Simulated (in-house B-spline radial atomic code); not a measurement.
A fraction x of an electron is removed from 2p in S3+, starting from [Ne] 3s2 3p1 and keeping the highest spin. Level of theory: scalar-relativistic (X2C) PBE, spin-polarised, spherical fractional occupations, Fermi nucleus of rms radius 3.2611 fm; calculated with an all-electron radial atomic-structure program (B-spline basis).

```tsv
x	E(x) - E(0) (eV)	2p down level (eV)
0	0.0000	-198.084
0.05	9.9540	-200.077
0.23	46.6172	-207.307
0.36	73.9095	-212.583
0.49	101.8905	-217.901
0.5	104.0716	-218.312
0.52	108.4461	-219.135
0.65	?	?
0.76	162.2293	-229.082
0.95	?	?
1	218.4161	-239.163
```

Problem. What belongs in the row x = 0.65?

Solution. An energy change of 137.2823 eV; 2p down at -224.506 eV.

Problem. What belongs in the row x = 0.95?

Solution. An energy change of 206.5108 eV; 2p down at -237.052 eV.

Problem. Check Janak's theorem between x = 0.05 and 0.23.

Solution. The slope of the energy is 203.68 eV; the orbital levels give 203.69 eV (-ε of the emptying orbital, averaged over the two points).
